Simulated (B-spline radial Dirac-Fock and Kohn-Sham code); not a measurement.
**How the levels of erbium move as electrons are removed**

Model: ΔSCF Dirac-Fock with Breit, self-energy and vacuum polarisation, finite nucleus, configuration average. Program: a radial atomic solver. Each ion is free and in its tabulated ground configuration. The model has no electron correlation.

Reference: Er³⁰⁺, [Kr] 4d2, with K 58625.3 eV, L1 10902.9 eV, M1 3335.2 eV, M4 2567.0 eV, N1 1430.2 eV. Shifts from it, in eV (a dash: the subshell is empty, belongs to an open shell averaged over j, or its hole state is left out as unreliable):

```
  ion      configuration       K      L1      M1      M4      N1
Er³¹⁺           [Kr] 4d1   +66.0   +65.2   +59.2   +59.9   +47.4
Er³²⁺  [Ar] 3d10 4s2 4p6  +133.2  +131.5  +119.2  +120.8   +95.3
Er³³⁺  [Ar] 3d10 4s2 4p5  +205.9  +198.6  +179.5  +182.3  +140.6
Er³⁴⁺  [Ar] 3d10 4s2 4p4  +279.8  +266.6  +240.5  +244.5  +186.3
Er³⁵⁺  [Ar] 3d10 4s2 4p3  +354.7  +335.5  +302.1  +307.4  +232.4
Er³⁶⁺  [Ar] 3d10 4s2 4p2       ?       ?       ?       ?       ?
```

Q: Give the missing shifts for Er³⁶⁺.

A: K +430.7, L1 +405.2, M1 +364.4, M4 +371.0, N1 +278.9 (eV).

Values without a named source are computed, but for edge energies of neutral atoms, which are taken from tables.
